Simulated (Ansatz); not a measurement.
Consider the ligand exchange at the Si–C bond: `C#C[SiH2]CO` + H₂Se → `OC[SiH2][SeH]` + `C#C`.

Isolated molecules relaxed with PBE0-D4/def2-TZVP in Ansatz; ΔE leaves out vibrations. CCSD(T)/CBS adds triple-zeta CCSD(T) − MP2 to the extrapolated MP2 energy (def2 sets, frozen cores). This one scheme is used for every species. DFT in def2-TZVPP. For Se outer-core shells are correlated without core-valence functions, which leaves a few kJ/mol of doubt a bond. Scalar relativity is left out up to krypton. Each species was taken in one conformer, which may not be the lowest.

`C#C[SiH2]CO`:

```xyz
11

C    -0.077    0.436    2.504
C     0.374    0.435    1.385
Si    0.960    0.375   -0.349
C    -0.515   -0.242   -1.357
O    -1.070   -1.421   -0.798
H    -0.461    0.445    3.499
H     1.390    1.733   -0.771
H     2.105   -0.565   -0.423
H    -1.265    0.555   -1.453
H    -0.192   -0.494   -2.371
H    -1.249   -1.255    0.133
```

H₂Se:

Z-matrix (Å, degrees):
```
Se
H 1 1.467
H 1 1.467 2 91.2
```

`OC[SiH2][SeH]`:

Z-matrix (Å, degrees):
```
C
Si 1 1.886
O 1 1.414 2 109.1
H 1 1.100 2 108.7 3 -122.7
H 1 1.102 2 107.7 3 121.8
Se 2 2.279 1 113.5 3 64.5
H 2 1.487 1 107.6 3 -173.6
H 2 1.483 1 110.2 3 -53.0
H 3 0.960 1 109.0 2 -175.7
H 6 1.469 2 92.8 1 74.8
```

`C#C`:

Cartesian coordinates in Å:
```
C -0.282 -0.092 -0.520
C 0.282 0.092 0.520
H -0.785 -0.254 -1.444
H 0.785 0.254 1.444
```

```csv
level,ΔE (eV)
CAM-B3LYP,-0.17
MP2/CBS(def2),-0.26
```

Q: What does CCSD(T)/CBS give? (An estimate is asked.)

A: Computed: -0.24 eV. The listed levels differ from it by 0.07, -0.02 eV.

Largest T1 diagnostic among the species: 0.013.

From r2SCAN to r2SCAN0 (25 % exact exchange), in def2-TZVPP and without D4, ΔE moves by −0.04 eV. At CCSD(T), def2-SVP lies +0.11 eV from the extrapolated value and def2-TZVPP +0.05 eV. Leaving LDA and LC-ωPBE aside and taking each functional with its dispersion term where it has one, the values, not all of them listed here, spread over 0.10 eV, from PBE-QIDH to B97M-V.
